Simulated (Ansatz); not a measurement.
Members of the series B-XY, Y = amino; each row names its spin state. Gas-phase values, no solvent. One relaxed conformer stands for each flexible species; it need not be the lowest. Strings in code marks are SMILES.

Quantity: adiabatic spin-state energy, in kcal/mol. HF references are unrestricted for open shells and restricted for singlets.

Case: `B[B-]N`: multiplicity 3 minus multiplicity 1. The other species in the difference include `B[B-]N` (charge -1, multiplicity 1). Geometry of `N[B-]B` (charge -1, multiplicity 3, Å):

```xyz
7

B      1.3841    -0.1243    -0.0037
B     -0.0432     0.5493    -0.4072
N     -1.3929     0.2339    -0.0777
H      2.4772     0.2608    -0.3668
H      1.3951    -1.1120     0.7321
H     -2.1936     0.7429    -0.4002
H     -1.6268    -0.5506     0.5235
```

Question: What is the computed adiabatic spin-state energy (frozen-core CCSD(T)/aug-cc-pVDZ // PBE0-D3(BJ)/def2-TZVPD (Ansatz, an electronic-structure program))?

Answer: 21.7 kcal/mol.
